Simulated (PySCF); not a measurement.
Electric field gradients and quadrupole coupling constants

Compound: C6H12NOP.
Structure used (GFN2-xTB), in Å, numbered top down from 1:
```xyz
21
C6H12NOP angstrom
C     -2.469    0.995   -0.271
O     -1.295    0.255   -0.481
C     -1.459   -1.131   -0.285
C     -0.100   -1.800   -0.431
P      0.988   -1.521    1.065
C      1.413    0.288    0.960
C      1.787    0.808   -0.429
C      2.267    2.161   -0.331
N      2.645    3.236   -0.227
H     -2.218    2.037   -0.457
H     -3.264    0.681   -0.958
H     -2.829    0.882    0.759
H     -1.873   -1.325    0.718
H     -2.170   -1.531   -1.027
H     -0.239   -2.882   -0.499
H      0.379   -1.455   -1.348
H      2.148   -1.961    0.408
H      0.562    0.852    1.347
H      2.246    0.433    1.657
H      0.903    0.803   -1.072
H      2.570    0.190   -0.882
```

Field gradients from the PBE0/pcSseg-1 density (PySCF, non-relativistic), principal values in atomic units, ordered |Vxx| ≤ |Vyy| ≤ |Vzz|:

```tsv
atom	Vxx	Vyy	Vzz
O2	0.0605	1.9709	-2.0314
N9	0.4622	0.4910	-0.9533
```

Problem. Find the asymmetry η = (Vxx − Vyy)/Vzz and the couplings χ = eQV/h (234.96 MHz × Q in barn × V in au), with Q(17O) = −0.0256 b, Q(14N) = 0.02044 b.

Solution. 
```json
{"atom": "O2", "environment": "ether oxygen", "nucleus": "17O", "η": "0.94", "χzz (MHz)": "12.22", "χxx (MHz)": "-0.36", "χyy (MHz)": "-11.86"}
{"atom": "N9", "environment": "nitrile nitrogen", "nucleus": "14N", "η": "0.03", "χzz (MHz)": "-4.578", "χxx (MHz)": "2.220", "χyy (MHz)": "2.358"}
```

The gradient is axial or nearly so (η below 0.05) at N9. At O2 η is above 0.9: Vyy and Vzz are nearly equal in size and opposite in sign, so a small change could swap them and flip the sign of χzz. The tensor is traceless: Vxx + Vyy + Vzz = 0.

Problem. What is Vzz at N9 in SI units (1 au = 9.71736 × 10²¹ V/m²)?

Solution. -0.9533 au = -9.264 × 10²¹ V/m².

Problem. And the gradient at the other heavy atoms, for which no coupling is worked out here?

Solution. 
```tsv
atom	environment	Vzz (au)	η
C1	methoxy carbon	0.384	0.10
C3	sp3 carbon bound to oxygen	0.353	0.19
C4	sp3 carbon bound to phosphorus	0.062	0.95
P5	phosphine phosphorus	-1.392	0.04
C6	sp3 carbon bound to phosphorus	0.127	0.62
C7	sp3 carbon next to a nitrile	0.177	0.65
C8	nitrile carbon	-0.412	0.01
```

Problem. What couplings would deuterons (Q(2H) = 0.00286 b) have in place of the hydrogens, at this geometry?

Solution. 
```tsv
atom	bonded to	bond length (Å)	Vzz (au)	η	χzz (kHz)
H10	C1	1.088	0.3053	0.07	205
H11	C1	1.097	0.2899	0.08	195
H12	C1	1.097	0.2893	0.08	194
H13	C3	1.102	0.2759	0.06	185
H14	C3	1.103	0.2786	0.07	187
H15	C4	1.093	0.3039	0.03	204
H16	C4	1.091	0.3073	0.02	207
H17	P5	1.404	0.1909	0.08	128
H18	C6	1.093	0.3019	0.06	203
H19	C6	1.095	0.2966	0.05	199
H20	C7	1.093	0.2887	0.06	194
H21	C7	1.095	0.2951	0.04	198
```

The structure is a single GFN2-xTB conformer in the gas phase; no vibrational or solvent corrections. GFN2-xTB bond lengths can be off by several hundredths of an ångström, more for odd bonds, and the gradients follow them. With a basis this small, the couplings can be 20 % off.

These values come from a run that also computed NMR shieldings. The run took 57 s wall (grids of density and orbitals included) on an Arm Neoverse V1 with one thread, no GPU, shared host, and the process peaked at 1.0 GiB of memory.
